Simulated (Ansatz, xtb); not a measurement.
# Relative energy of two structures of CH2GeZn

We compare I, a singlet given by its coordinates, with II, a singlet given by its coordinates. Both are isolated molecules in the gas phase, relaxed with B3LYP/6-31G*.

I (Å):

```xyz
5

C     1.1308    0.2791   -0.0510
Ge    0.7924   -1.5205   -0.1762
Zn   -1.1639   -1.2475    1.2715
H     2.0036    0.6500   -0.5966
H     0.6115    1.0728    0.4800
```

Close contacts (Å): C1–Ge2 1.84, Ge2–Zn3 2.45, C1–H4 1.09, C1–H5 1.09.

II (Å):

```xyz
5

C     1.7884   -2.0587    1.3413
Ge    0.9955   -3.3759    2.2321
Zn    3.4585   -1.5810    2.1114
H     1.5471   -1.4602    0.4609
H     4.8163   -1.1678    2.7089
```

Close contacts (Å): C1–Ge2 1.78, C1–Zn3 1.90, Ge2–Zn3 3.05, C1–H4 1.09, Zn3–H5 1.54.

Energies in hartree; the thermal terms are from B3LYP/6-31G* harmonic frequencies (ideal gas, rigid rotor, one conformer each, 298.15 K, 1 atm) and include the zero-point energy:

```
                                I            II
E, CCSD(T)/def2-TZVP  −3893.172282  −3893.167100
   zero-point energy      0.023870      0.019365
        H(298 K) − E      0.029685      0.025235
        G(298 K) − E     −0.006139     −0.010480
```

Question: Work out ΔE, ΔE₀, ΔH and ΔG for I → II in kcal/mol (1 Eh = 627.51 kcal/mol) and the equilibrium ratio [II]/[I].

Answer: 1. ΔE = −3893.167100 − (−3893.172282) = +0.005182 Eh = +3.25 kcal/mol.
2. ΔE₀ = ΔE + ΔZPE = +0.005182 + (−0.004505) Eh = +0.42 kcal/mol.
3. ΔH = ΔE + (−0.004450) Eh = +0.46 kcal/mol.
4. ΔG = ΔE + (−0.004341) Eh = +0.53 kcal/mol, so ΔS = (ΔH − ΔG)/T = −1.0 J/(mol K).
5. kT = 0.9442 mEh, so K = [II]/[I] = exp(−ΔG/kT) = exp(−0.89) ≈ 0.41.

The two are too close for this level to say which is favoured. An error of 1 kcal/mol in ΔG would change K by a factor of 5.4. B3LYP/6-31G* found them nearly level. HF/def2-TZVP, MP2/def2-TZVP gave ΔE the other sign. Mirror images and further conformers aren't counted.

Other levels gave ΔE = 0.0 (B3LYP/6-31G*); −1.1 (HF/def2-TZVP); −1.3 (MP2/def2-TZVP) kcal/mol. The correlated steps freeze 15 core orbitals; the filled d shell of Ge is correlated; the last core shell of Zn is correlated, in a basis made for valence electrons. Programs: Ansatz 0.2.0.
